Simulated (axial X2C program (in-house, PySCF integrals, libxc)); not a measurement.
**Levels of YSi by electron attachment to YSi⁺ (EOM-EA-CCSD)**

Computed with an in-house all-electron X2C program for linear molecules (integrals from PySCF): two-component X2C with atomic mean-field Coulomb and Gaunt terms, Gaussian nuclei, basis Y dyall-acv3z, Si dyall-av3z with contracted cores.

R = 2.664 Å (near the PBE0 minimum at charge 0 of the determinant lowest at the starting distance; the state shown can have its own minimum elsewhere).

Hartree–Fock spinors of YSi⁺ (one of each Kramers pair; a window near the gap, which can cut inner shells):

| ω | occupied | ε (eV) | character |
| --- | --- | --- | --- |
| 1/2 | yes | -19.25 | 63% Si s, 12% Y d, 10% Y p |
| 1/2 | yes | -11.29 | 56% Si p, 17% Y s, 14% Y d |
| 1/2 | yes | -11.15 | 43% Si p, 36% Y d, 6% Y s |
| 1/2 | no | -5.03 | 41% Y s, 22% Y p, 17% Si p |
| 3/2 | no | -4.32 | 46% Si p, 34% Y d, 14% Y p |
| 1/2 | no | -3.84 | 50% Y p, 35% Y d, 11% Si p |
| 3/2 | no | -3.50 | 54% Y p, 39% Y d, 4% Si p |
| 1/2 | no | -3.49 | 57% Y d, 34% Y p, 4% Si p |
| 3/2 | no | -3.44 | 92% Y d, 4% Si d, 2% Si f |

Levels of YSi obtained by attaching an electron to YSi⁺:

```
  Ω  binding energy (eV)  above lowest (cm⁻¹)                attached spinor  one-particle weight
3/2                5.840                    0   47% Si pπ, 40% Y dπ, 6% Y pπ                 0.89
1/2                5.789                  412  39% Y sσ, 30% Y dσ, 13% Si pσ                 0.93
3/2                4.809                 8317                       95% Y dδ                 0.92
5/2                4.649                 9612                       95% Y dδ                 0.92
1/2                4.641                 9672  42% Y pπ, 38% Y dπ, 12% Si pπ                 0.92
1/2                4.400                11613   45% Y pσ, 38% Y dσ, 8% Si pσ                 0.92
3/2                4.390                11695  50% Y pπ, 37% Y dπ, 10% Si pπ                 0.92
```

This point took 25 s on 1 thread of Intel(R) Xeon(R) 6975P-C (Granite Rapids), with other jobs on the host.

Reference electrons by ω block (each with its −ω partner): 1/2: 19, 3/2: 6, 5/2: 1. 14 electrons of YSi⁺ correlated (inner shells frozen), 92 natural virtual spinors (a truncated set); levels can be off by some tenths of an eV. Roots sought by Ω: (1/2: 5, 3/2: 4, 5/2: 2, 7/2: 1); the list ends where they run out and leaves out roots under 60 % one-particle weight. The solver can skip a root, and states that need a further excitation, which the method places far too high, are missing though they may lie low or lowest. T1 of the reference 0.038 (Lee–Taylor). The reference was not checked to be the lowest state of its species. Number of frozen shells: Y 3 s, 2 p, 1 d; Si 2 s, 1 p. Large amplitudes in the reference (orbital relaxation or multireference character) lower the reliability.
